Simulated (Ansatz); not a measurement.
Computed with Ansatz on PBE0-D4/def2-TZVP structures; ΔE is electronic, products minus reactants. CBS: MP2 limit from def2 TZ/QZ plus the TZ coupled-cluster correction, frozen cores. This one scheme is used for every species. Functionals use def2-TZVPP. B3LYP here is the variant with VWN-RPA as its local correlation; programs differ in this. def2 core potentials past Kr. For Sn outer-core shells are correlated without core-valence functions, which leaves a few kJ/mol of doubt a bond. Each species was taken in one conformer, which may not be the lowest.

Consider the formal exchange of groups at the Sn–C bond: `[CH3][SnH]([NH2])[OH]` + `C=O` → `[NH2][SnH]([OH])[CH]=O` + CH₄.

```json
{"level": "PBE0-D4", "ΔE (kJ/mol)": "3.1", "difference from CCSD(T)/CBS": "-7.3"}
{"level": "B3LYP-D4", "ΔE (kJ/mol)": "-0.7", "difference from CCSD(T)/CBS": "-11.1"}
{"level": "B2PLYP", "ΔE (kJ/mol)": "4.3", "difference from CCSD(T)/CBS": "-6.1"}
{"level": "B3LYP", "ΔE (kJ/mol)": "-0.1", "difference from CCSD(T)/CBS": "-10.5"}
{"level": "SCS-MP2/def2-TZVPP", "ΔE (kJ/mol)": "12.6", "difference from CCSD(T)/CBS": "2.2"}
{"level": "CCSD/def2-TZVPP", "ΔE (kJ/mol)": "12.2", "difference from CCSD(T)/CBS": "1.8"}
{"level": "CCSD(T)/def2-TZVPP", "ΔE (kJ/mol)": "9.5", "difference from CCSD(T)/CBS": "-0.9"}
{"level": "HF/def2-QZVPP", "ΔE (kJ/mol)": "15.9", "difference from CCSD(T)/CBS": "5.5"}
{"level": "SCS-MP2/def2-QZVPP", "ΔE (kJ/mol)": "13.3", "difference from CCSD(T)/CBS": "2.9"}
{"level": "CCSD/CBS(def2)", "ΔE (kJ/mol)": "13.1", "difference from CCSD(T)/CBS": "2.7"}
{"level": "CCSD(T)/CBS", "ΔE (kJ/mol)": "10.4", "difference from CCSD(T)/CBS": "0"}
```

Largest T1 diagnostic among the species: 0.015.

From PBE to PBE0 (25 % exact exchange), in def2-TZVPP and without D4, ΔE moves by +8.2 kJ/mol.
